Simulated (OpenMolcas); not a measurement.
Computed levels of 5d in ions with 69 electrons, in cm-1 above ²D_3/2.

```yaml
Program: OpenMolcas
Method: CASSCF
Basis: ANO-R3
Scalar_Hamiltonian: X2C, finite nucleus
Spin-orbit_coupling: state interaction with AMFI integrals over the reference wave functions, term energies averaged over their components
```

Active space for each ion: 1 electron in 5 orbitals (5d).

```json
{"Level": "²D_5/2", "Hf3+": "5021", "Ta4+": "6809", "Re6+": "10744", "Os7+": "13084"}
```

Problem. Estimate ²D_5/2 for W5+ from its neighbours Ta4+ and Re6+.

Solution. ²D_5/2 is fine structure, which grows about as the fourth power of a screened charge, so the fourth roots are averaged: ((6809^0.25 + 10744^0.25) / 2)^4 = 8609. The calculation gives 8738, so the estimate is off by -1.5 %; the measured value is 8709 (the list in J. Phys. B 45, 035002 (2012)).

With one active electron the reference holds no correlation, so core polarisation is missing. Computed and measured levels are paired by configuration, term and J; levels that our copy of the source lacks, or whose pairing is in doubt (as where it misses far off the trend of its configuration), stay unpaired and out of the deviations. Levels of configurations outside the active space are missing.
